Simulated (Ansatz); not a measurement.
Basis-set extrapolation for CH5F3Si2 (`C[SiH](F)[SiH](F)F`) (PBE0-D4/def2-TZVP geometry, frozen core, Ansatz). Multiplicity 1, RHF reference.

|  | def2-TZVPP | def2-QZVPP |
| --- | --- | --- |
| HF | -917.352162 | -917.387315 |
| MP2 correlation | -1.157874 | -1.262001 |
| CCSD(T) correlation | -1.231916 | not run |

Energies in hartree. Use E(X) = E(∞) + A·exp(−7.88·√X) for Hartree–Fock and E(X) = E(∞) + B·X^(−2.97) for correlation, with X = 3 and 4, and add CCSD(T) minus MP2 of the smaller set to the MP2 limit.

Task: What is the CCSD(T) energy at the basis-set limit?

Result: HF limit: -917.387315 + (-0.035153) × 0.13774 = -917.39216. MP2 limit: -1.262001 + (-0.104127) × 0.74074 = -1.33913. Higher-order term: -1.231916 − (-1.157874) = -0.07404. Total: -918.80533 hartree, 6.02 eV below CCSD(T)/def2-TZVPP.
